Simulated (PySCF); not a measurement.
Geometries of 3 isomers of C2H7NOSi, from PBE0-D3(BJ)/def2-SVP geometry optimisation, gas phase (PySCF 2.14.0). One conformer each, no zero-point energy, no frequencies.

Question: Which is lowest in electronic energy at this level?
A.
```xyz
12
angstrom
C      2.006    0.261    0.271
C      0.511    0.360    0.448
O     -0.017    1.072    1.282
N     -0.267   -0.393   -0.388
Si    -2.022   -0.258   -0.188
H      2.298    0.628   -0.725
H      2.498    0.867    1.040
H      2.341   -0.784    0.355
H      0.178   -0.983   -1.081
H     -2.455   -0.719    1.159
H     -2.571   -1.179   -1.229
H     -2.496    1.127   -0.452
```
B.
```xyz
12
angstrom
C     -1.864   -0.485   -0.237
C     -1.040    0.657    0.273
N      0.217    0.756    0.308
Si     1.547   -0.269   -0.139
O      2.685   -0.168    1.066
H     -2.574   -0.816    0.539
H     -1.246   -1.337   -0.552
H     -2.475   -0.148   -1.091
H     -1.642    1.510    0.654
H      1.264   -1.730   -0.270
H      2.038    0.267   -1.444
H      2.802    0.717    1.425
```
C.
```xyz
12
angstrom
N     -1.822    0.239    0.506
C     -0.994   -0.733    0.030
O     -1.365   -1.574   -0.759
C      0.431   -0.658    0.534
Si     1.470    0.624   -0.397
H     -1.510    0.963    1.136
H     -2.773    0.263    0.163
H      0.885   -1.648    0.380
H      0.470   -0.423    1.610
H      1.379    0.393   -1.868
H      0.974    2.001   -0.088
H      2.896    0.526    0.038
```

Answer: A. That is `O=C(N[SiH3])C`, 3.6 kcal/mol below the next.

| SMILES | atoms numbered as above | E (Eh) | relative (kcal/mol) | relative (kJ/mol) | dipole (D) |
| --- | --- | --- | --- | --- | --- |
| CC(=O)N[SiH3] | [CH3:1][C:2](=[O:3])[NH:4][SiH3:5] | -499.32866 | 0.0 | 0.0 | 3.51 |
| C/C=N\[SiH2]O | [CH3:1]/[CH:2]=[N:3]\[SiH2:4][OH:5] | -499.32295 | 3.6 | 15.0 | 2.37 |
| NC(=O)C[SiH3] | [NH2:1][C:2](=[O:3])[CH2:4][SiH3:5] | -499.31064 | 11.3 | 47.3 | 3.53 |

As drawn, the highest has an Si–C bond, which the lowest lacks.
